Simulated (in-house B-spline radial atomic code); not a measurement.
**Ionising Fe with different functionals**

Computed with a B-spline radial code for spherical atoms: scalar-relativistic (spin-free X2C) Hamiltonian, Fermi nucleus of rms radius 3.7377 fm, spin-polarised at highest spin, spherical fractional occupations for the functionals, and exact exchange of hybrids averaged over the configuration. The ionisation energy is the difference of two self-consistent energies, [Ar] 3d6 4s2 → [Ar] 3d6 4s1, without Breit or QED terms; ε is the level of the shell that loses the electron (its least bound occupied spin orbital).

```
   method                    rung  ΔSCF (eV)  -ε(4s) (eV)
     PBE0           global hybrid       7.63         5.50
    B3LYP           global hybrid       8.04         5.51
    TPSSh           global hybrid       7.56         5.07
BHandHLYP           global hybrid       7.73         6.16
  r2SCAN0           global hybrid       7.57         5.65
    B97-1           global hybrid       8.14         5.43
    HSE06  range-separated hybrid       7.66         5.16
    wB97X  range-separated hybrid       8.27         7.69
CAM-B3LYP  range-separated hybrid       7.97         6.70
  LC-wPBE  range-separated hybrid       7.46         7.59
```

Q: Among the functionals, which spreads more, the ΔSCF values or the orbital energies?

A: The orbital energies: ΔSCF values span about 0.81 eV and the orbital energies 2.62 eV.

Q: How do they compare with the NIST value?

A: NIST lists 7.902 eV (measured, ground level to ground level). Errors run from -0.44 to +0.37 eV; CAM-B3LYP is closest (+0.07 eV), but part of that can be cancellation, since the calculations leave out spin-orbit coupling, Breit-QED terms, multiplet and fine-structure energies.
